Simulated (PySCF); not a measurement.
Harmonic spectrum computed at PBE in the def2-SVP basis family (core potentials from Rb on, PySCF, no spin–orbit coupling):

```csv
ω (cm⁻¹),"IR (km/mol, summed over degenerate members)",degeneracy
70,0.2,2
103,0.0,1
295,2.5,1
310,174,2
```

Which molecule gave it? In each, all ligands are bound to the one heavy central atom.
A. SnI₃ (doublet)
B. PI₃ (singlet)
C. AlI₃ (singlet)
D. TiI₃ (doublet)

B. It has C3v symmetry with P–I 2.505 Å (×3).
